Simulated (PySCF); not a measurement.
Calculated NMR parameters of CO[Si@@H](O[SiH3])[SiH2]Cl

- Formula: CH9ClO2Si3
- SMILES: CO[Si@@H](O[SiH3])[SiH2]Cl
- InChI: InChI=1S/CH9ClO2Si3/c1-3-7(4-5)6-2/h7H,6H2,1,5H3/t7-/m0/s1
- Point group of the computed structure: C1
- Degrees of unsaturation: 0
- Carbon signals: 1
- Proton signals: 5

Numbering as in the mapped SMILES `[CH3:1][O:2][Si@@H:3]([O:4][SiH3:5])[SiH2:6][Cl:7]` (H(Xn): hydrogen on atom n). Ha(Si6) is pro-R; Hb(Si6) is pro-S.

Level of theory: coordinates at the GFN2-xTB level, σ from GIAO-PBE0/pcSseg-1, in PySCF 2.14 (isolated molecule, a single conformation, no relativistic terms, rapidly exchanging positions averaged).

Chemical shifts δ = σref − σ; TMS for $^{1}$H (σ = 31.72 ppm), $^{13}$C (σ = 186.93 ppm), $^{29}$Si (σ = 349.16 ppm); $^{17}$O (σ = 336.08 ppm) against H2O, all at this level.

| carbon | δC, type | δH (multiplicity) | HMBC from (2–3 bonds) | span of the C tensor (ppm) |
| --- | --- | --- | --- | --- |
| C1 | 52.7, CH3 | 3.93 (s) | H(Si3) | 80 |

Other nuclei:
| atoms | nucleus | environment | δ (ppm) | σ (ppm) |
| --- | --- | --- | --- | --- |
| H(Si3) | $^{1}$H | hydrogen on a silicon bonded to 2 O, Si | 5.40 | 26.32 |
| H(Si5) | $^{1}$H | hydrogen on a silicon bonded to O | 5.28 | 26.44 |
| Hb(Si6) | $^{1}$H | hydrogen on a silicon bonded to Cl, Si | 5.23 | 26.48 |
| Ha(Si6) | $^{1}$H | hydrogen on a silicon bonded to Cl, Si | 4.94 | 26.78 |
| Si3 | $^{29}$Si | silicon bonded to 2 O, Si, H | -28.8 | 378.0 |
| Si5 | $^{29}$Si | silicon bonded to O, 3 H | -41.6 | 390.7 |
| Si6 | $^{29}$Si | silicon bonded to Cl, Si, 2 H | -48.5 | 397.6 |
| O2 | $^{17}$O | oxygen bonded to C, Si | 42.5 | 293.6 |
| O4 | $^{17}$O | oxygen bonded to 2 Si | 42.3 | 293.8 |

1. δC 52.7: methyl carbon bonded to O; the inductive effect lowers its shielding.
2. δH 5.40: hydrogen on a silicon bonded to 2 O, Si.
3. δH 5.28: hydrogen on a silicon bonded to O.
4. δH 5.23, 4.94: hydrogen on a silicon bonded to Cl, Si.
5. δH 3.93: hydrogen on a methyl carbon bonded to O; its carbon carries O, an electronegative neighbour.

Shifts are as computed. Against solution values, carbons near 30 ppm lie about +3 ppm off and those near 130 ppm about +5 ppm. Of 1211 compounds with measured shifts, 218 miss one by over three times the rms of a fit or turn the order of signals round; such compounds aren't used in these exercises. Experimental scales use liquid or dissolved standards, which lie at an offset from isolated H2O (liquid H2O: subtract about 36 ppm). Multiplicities follow the n + 1 count of equivalent neighbours, as no J values were calculated; m marks all less simple cases, F and P coupling included.
